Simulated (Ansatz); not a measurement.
Geometry optimisation, RKS PBE-D4/def2-mTZVP in Ansatz 0.2.0.

Input:

```yaml
crystal:
  periodic: [false, false, false]
  atoms:
    - { symbol: C, position_ang: [-0.1078, 0.0069, 1.9218] }
    - { symbol: C, position_ang: [0.0016, 0.1736, 0.7213] }
    - { symbol: B, position_ang: [0.178, 0.3365, -0.8038] }
    - { symbol: O, position_ang: [-0.5926, -0.3532, -1.7283] }
    - { symbol: H, position_ang: [-0.296, -0.0649, 2.9354] }
    - { symbol: H, position_ang: [1.0642, 1.0583, -1.1988] }
    - { symbol: H, position_ang: [-0.1862, -1.2252, -1.8932] }
basis:
  gaussian: { orbitals: def2-mTZVP }
hamiltonian:
  xc: pbe
  dispersion: d4
relax:
  f_tol: 0.015
  max_steps: 40
```

Run as:

```bash
$ ansatz run input.yaml --threads 1 --pin off --max-ram 2048MiB --backend cpu --events-out ev --progress --plain --runs-dir out
```

Task: Where does it end, and by what steps?

Result: The run converged. After 10 steps the energy has fallen by 0.764 eV; H7 moved furthest, 0.64 Å.

```tsv
step	energy less start (eV)	largest force component (eV/Å)	accepted
0	0.0000	1.676	yes
1	-0.0543	1.062	yes
2	-0.1307	1.141	yes
3	-0.2231	3.037	yes
4	-0.5488	1.570	yes
5	-0.7335	0.834	yes
6	-0.7619	0.199	yes
7	-0.7500	0.750	no
8	-0.7642	0.030	yes
9	-0.7644	0.019	yes
10	-0.7644	0.009	yes
```

```xyz
7
Properties=species:S:1:pos:R:3
C -0.159 -0.042 1.815
C 0.053 0.143 0.628
B 0.324 0.385 -0.855
O -0.133 -0.471 -1.817
H -0.340 -0.197 2.861
H 0.949 1.336 -1.236
H -0.633 -1.222 -1.442
```

The run took 77 s on 1 thread of AMD EPYC (Zen 3), with other jobs on the host, peak memory 0.15 GiB.
